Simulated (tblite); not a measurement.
C5H9GeNS.
SMILES with atom numbers: `[N:1]#[C:2][C@@H:3]1[CH2:4][CH2:5][Ge@H:6]([SH:7])[CH2:8]1` (hydrogens: H9 on C3; H10, H11 on C4; H12, H13 on C5; H14 on Ge6; H15 on S7; H16, H17 on C8)

Computed with GFN2-xTB (tblite), gas phase: L-BFGS steps from a force-field or distance-geometry start until the largest atomic force falls under 0.01 eV/Å.

Step 39: E = -635.9125 eV
```
atom  x, y, z in Å  |  force x, y, z in eV/Å
N1     -3.5897   -0.6250   -0.9082    0.024   0.008  -0.004
C2     -2.5605   -0.5252   -0.4197   -0.091  -0.009  -0.010
C3     -1.2536   -0.4032    0.1706    0.020  -0.034   0.015
C4     -0.7999    1.0680    0.1910    0.026  -0.030   0.010
C5      0.6388    1.1596    0.7043   -0.017   0.031   0.006
Ge6     1.4761   -0.5698    0.1498    0.015   0.000  -0.029
S7      3.1960   -0.3263   -1.2430   -0.021   0.018   0.056
C8     -0.2360   -1.2375   -0.6167    0.080   0.019  -0.013
H9     -1.3049   -0.7785    1.1996   -0.014   0.020   0.045
H10    -0.8537    1.4491   -0.8327    0.017   0.013   0.054
H11    -1.4709    1.6647    0.8145   -0.010  -0.037  -0.071
H12     1.1282    2.0325    0.2753    0.048   0.013   0.047
H13     0.6729    1.2613    1.7886   -0.078   0.012  -0.001
H14     1.8855   -1.4304    1.3470    0.066   0.023  -0.007
H15     3.7698    0.5869   -0.4635   -0.009  -0.062  -0.068
H16    -0.3081   -1.0069   -1.6805   -0.004  -0.033  -0.014
H17    -0.3970   -2.3071   -0.4864   -0.051   0.050  -0.015
```

Step 40: E = -635.9139 eV
```
atom  x, y, z in Å  |  force x, y, z in eV/Å
N1     -3.5873   -0.6166   -0.9136    0.010   0.006  -0.018
C2     -2.5580   -0.5222   -0.4244   -0.083  -0.018   0.007
C3     -1.2532   -0.4049    0.1713    0.003  -0.018   0.014
C4     -0.7997    1.0668    0.1915    0.022  -0.029   0.007
C5      0.6365    1.1603    0.7102    0.000   0.017  -0.005
Ge6     1.4758   -0.5683    0.1513    0.040  -0.005   0.031
S7      3.1824   -0.3197   -1.2545   -0.006   0.023   0.057
C8     -0.2328   -1.2395   -0.6115    0.053   0.025  -0.023
H9     -1.3108   -0.7797    1.1999   -0.009   0.021   0.049
H10    -0.8501    1.4455   -0.8331    0.030   0.010   0.041
H11    -1.4735    1.6676    0.8075   -0.016  -0.049  -0.048
H12     1.1266    2.0322    0.2809    0.053   0.024   0.043
H13     0.6696    1.2645    1.7945   -0.085  -0.002  -0.008
H14     1.8952   -1.4332    1.3456    0.058   0.045  -0.032
H15     3.7681    0.5796   -0.4677   -0.004  -0.061  -0.074
H16    -0.3043   -1.0111   -1.6751   -0.004  -0.023  -0.044
H17    -0.3913   -2.3091   -0.4828   -0.062   0.034   0.003
```

Step 41: E = -635.9158 eV
```
atom  x, y, z in Å  |  force x, y, z in eV/Å
N1     -3.5853   -0.6086   -0.9184    0.035   0.007  -0.010
C2     -2.5559   -0.5197   -0.4279   -0.106  -0.031  -0.001
C3     -1.2526   -0.4071    0.1722   -0.006   0.011   0.003
C4     -0.7992    1.0651    0.1916    0.011  -0.021   0.001
C5      0.6335    1.1615    0.7170    0.024  -0.008  -0.010
Ge6     1.4754   -0.5661    0.1540    0.061  -0.007   0.096
S7      3.1671   -0.3135   -1.2641    0.000  -0.008   0.005
C8     -0.2283   -1.2407   -0.6069    0.000   0.019  -0.029
H9     -1.3154   -0.7806    1.2006   -0.004   0.016   0.055
H10    -0.8454    1.4420   -0.8331    0.041   0.002   0.009
H11    -1.4770    1.6696    0.7982   -0.028  -0.051  -0.010
H12     1.1264    2.0315    0.2880    0.049   0.039   0.039
H13     0.6630    1.2680    1.8011   -0.086  -0.014  -0.011
H14     1.9065   -1.4348    1.3441    0.048   0.062  -0.049
H15     3.7671    0.5702   -0.4750    0.023  -0.023  -0.043
H16    -0.3003   -1.0150   -1.6703    0.000  -0.004  -0.072
H17    -0.3865   -2.3100   -0.4809   -0.062   0.010   0.025
```

Step 42: E = -635.9178 eV
```
atom  x, y, z in Å  |  force x, y, z in eV/Å
N1     -3.5810   -0.5943   -0.9334    0.051   0.004  -0.003
C2     -2.5542   -0.5149   -0.4358   -0.075  -0.039   0.016
C3     -1.2531   -0.4097    0.1743   -0.034   0.025  -0.013
C4     -0.7978    1.0622    0.1929   -0.004  -0.005  -0.009
C5      0.6315    1.1617    0.7248    0.041  -0.026  -0.009
Ge6     1.4762   -0.5641    0.1577    0.067  -0.002   0.115
S7      3.1461   -0.2984   -1.2810    0.015  -0.013  -0.004
C8     -0.2244   -1.2446   -0.5989   -0.065   0.012  -0.030
H9     -1.3253   -0.7809    1.2039    0.005   0.021   0.021
H10    -0.8392    1.4380   -0.8317    0.049  -0.007  -0.029
H11    -1.4803    1.6696    0.7896   -0.038  -0.042   0.032
H12     1.1286    2.0302    0.2967    0.030   0.040   0.040
H13     0.6552    1.2707    1.8086   -0.077  -0.027  -0.009
H14     1.9250   -1.4348    1.3395    0.046   0.063  -0.048
H15     3.7675    0.5611   -0.4826    0.030  -0.015  -0.041
H16    -0.2976   -1.0266   -1.6638    0.009   0.016  -0.073
H17    -0.3843   -2.3131   -0.4707   -0.050  -0.007   0.044
```

**Question.** Estimate the geometry and energy of step 43. (The exact step hangs on the optimiser's Hessian estimate; all steps are aligned on step 42, rigid shifts and turns removed.)

**Answer.** E = -635.9204 eV, largest force 0.106 eV/Å
```
atom  x, y, z in Å  |  force x, y, z in eV/Å
N1     -3.5763   -0.5807   -0.9483    0.071  -0.001   0.014
C2     -2.5531   -0.5110   -0.4415   -0.072  -0.041   0.009
C3     -1.2544   -0.4118    0.1757   -0.026   0.040  -0.029
C4     -0.7968    1.0596    0.1930   -0.014   0.020  -0.017
C5      0.6284    1.1617    0.7340    0.044  -0.037  -0.004
Ge6     1.4763   -0.5609    0.1647    0.047  -0.010   0.091
S7      3.1235   -0.2853   -1.2934    0.015  -0.053  -0.078
C8     -0.2219   -1.2477   -0.5924   -0.102  -0.008  -0.027
H9     -1.3308   -0.7802    1.2065    0.000   0.021   0.000
H10    -0.8308    1.4355   -0.8310    0.049  -0.022  -0.066
H11    -1.4857    1.6683    0.7797   -0.042  -0.023   0.070
H12     1.1326    2.0273    0.3073   -0.001   0.044   0.049
H13     0.6425    1.2724    1.8176   -0.059  -0.031  -0.006
H14     1.9495   -1.4310    1.3334    0.039   0.045  -0.019
H15     3.7698    0.5495   -0.4943    0.062   0.031   0.006
H16    -0.2960   -1.0381   -1.6594    0.024   0.039  -0.055
H17    -0.3840   -2.3155   -0.4615   -0.033  -0.013   0.061
```

The energy changes by -0.0026 eV. The first-order estimate −F·Δx gives -0.0037 eV and the mean of the old and new forces, exact on a quadratic surface, -0.0026 eV. The step makes an angle of 77° with the force vector and moves no atom by more than 0.029 Å.

What follows is the cost of the whole relaxation. On Arm Neoverse V1, one thread, no GPU, on a shared host, this took 0.67 s of wall time.
